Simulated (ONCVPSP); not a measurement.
# Configuration tests for phosphorus (P) (ONCV)

```
Element                 : phosphorus
Generator               : ONCVPSP 4.0.1
Type                    : optimised norm-conserving Vanderbilt (ONCV)
Functional              : PBE
Relativity              : non-relativistic
Frozen core             : [Ne]
Valence charge          : 5
Reference configuration : 3s2 3p3
Partial waves           : 3s: rc 1.75 bohr, ncon 4, nbas 9, qcut 3.8 1/bohr, 2 projectors, debl 2.2 Ha; 3p: rc 2.05 bohr, ncon 4, nbas 8, qcut 3.4 1/bohr, 1 projector
Local potential         : polynomial inside 1.50 bohr (lpopt 5, dvloc0 0 Ha)
Core correction         : polynomial model core, fcfact 0.2
```

Energies are relative to the spin-unpolarised reference configuration 3s2 3p3; without spin polarisation the order of configurations can differ from experiment.

```csv
valence configuration,charge,ΔE all-electron (eV),error AE − PS (meV)
3s2 3p1,+2,28.901,+18
3s2 3p0,+3,58.651,+46
```

(1) What are ΔE and the potential's error for 3s1 3p0?

(2) What are ΔE and the potential's error for 3s2 3p2?

Levels in the configuration 3s2 3p1:

| level | all-electron (eV) | pseudo (eV) |
| --- | --- | --- |
| 3s | -33.863 | -33.835 |
| 3p | -24.286 | -24.263 |

Answers

(1) ΔE = 110.532 eV all-electron; the error (AE − PS) is +94 meV.

(2) ΔE = 9.742 eV all-electron; the error (AE − PS) is +3.0 meV.
